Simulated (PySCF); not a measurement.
Screening by computed properties: pick the candidate that meets the target.

Species are written as SMILES; each is one conformer at its optimised geometry, gas phase, non-relativistic unless stated; the electronic structure was computed with PySCF and density fitting.

Dipoles, sizes and rotational constants follow the conformer. The torsions of the flexible species, by atom-mapped SMILES:
- `[CH3:1][O:2][Si@@H:3]([CH2:4][C:5]#[N:6])[O:7][SiH2:8][CH3:9]`: C1–O2–Si3–C4 -174°, O2–Si3–C4–C5 172°, O2–Si3–O7–Si8 -158°, Si3–O7–Si8–C9 -33°
- `[CH3:1][S:2][c:3]1[cH:4][p:5][cH:6][c:7]([S:8][CH3:9])[n:10]1`: C1–S2–C3–C4 180°, C6–C7–S8–C9 180°
- `[F:1][c:2]1[cH:3][cH:4][cH:5][c:6](-[n:7]2[cH:8][cH:9][cH:10][n:11]2)[cH:12]1`: C5–C6–N7–C8 180°
- `[CH3:1][N:2]([CH3:3])[C@:4]12[CH2:5][C@H:6]([CH2:7]1)[C@@H:8]2[F:9]`: C1–N2–C4–C5 -171°

The conformers of `CC#CC[C@H]1CC[SiH2][SiH2]1` aren't listed.

(1) Wanted: dipole moment below 3 D (PBE0/pcSseg-1) and smallest rotational constant above 0.7 GHz (GFN2-xTB), at GFN2-xTB geometries. Which candidate meets both?
A. `CO[Si@@H](CC#N)O[SiH2]C`
B. `CC#CC#C[C@@H](F)Cl`
C. `CSc1cpcc(SC)n1`
D. `Fc1cccc(Cl)c1`

(2) Wanted: HOMO energy above -6.6 eV (PBE0/pcSseg-1) and HOMO–LUMO gap above 7 eV (PBE0/pcSseg-1), at GFN2-xTB geometries. Which candidate meets both?
A. `CC#CC[C@H]1CC[SiH2][SiH2]1`
B. `CC#CC#C[C@@H](F)Cl`
C. `CO[Si@@H](CC#N)O[SiH2]C`
D. `CN([C@]12[C@@H](F)[C@H](C1)C2)C`
E. `Fc1cccc(-n2cccn2)c1`
F. `CSc1cpcc(SC)n1`

Answers

(1) D. Computed values:
```
                species  dipole moment  smallest rotational constant
          Fc1cccc(Cl)c1         1.59 D                     0.881 GHz
         CSc1cpcc(SC)n1         2.00 D                     0.437 GHz
CO[Si@@H](CC#N)O[SiH2]C         3.58 D                     0.578 GHz
     CC#CC#C[C@@H](F)Cl         3.89 D                     0.494 GHz
```

(2) D. Computed values:
```
                        species  HOMO energy  HOMO–LUMO gap
        CO[Si@@H](CC#N)O[SiH2]C     -8.40 eV        8.92 eV
             CC#CC#C[C@@H](F)Cl     -7.50 eV        6.14 eV
     CC#CC[C@H]1CC[SiH2][SiH2]1     -7.14 eV        7.28 eV
            Fc1cccc(-n2cccn2)c1     -6.80 eV        5.67 eV
                 CSc1cpcc(SC)n1     -6.33 eV        4.30 eV
CN([C@]12[C@@H](F)[C@H](C1)C2)C     -6.20 eV        7.74 eV
```
